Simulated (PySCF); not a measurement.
These are PBE-D3(BJ)/def2-TZVP // B3LYP-D3(BJ)/def2-TZVP in PySCF values and carry that method's errors. Gas-phase values, no solvent. One relaxed conformer stands for a flexible species; it need not be the lowest. 

Reference species (SMILES): `[SiH3]B(O)[SiH3]` (H–O–B–Si torsion 0°) (neutral, multiplicity 1).

* **HOMO–LUMO gap**: 3.60 eV
* **LUMO**: -2.54 eV

Changed species: `OB(O)O` (0 of 3 OH replaced by SiH3; the reference has 2 of 3 OH replaced by SiH3).

Problem. What does the change do to the HOMO–LUMO gap and LUMO?

Solution. the HOMO–LUMO gap rises by 3.10 eV, to 6.70 eV; the LUMO increases by 1.82 eV, to -0.72 eV.
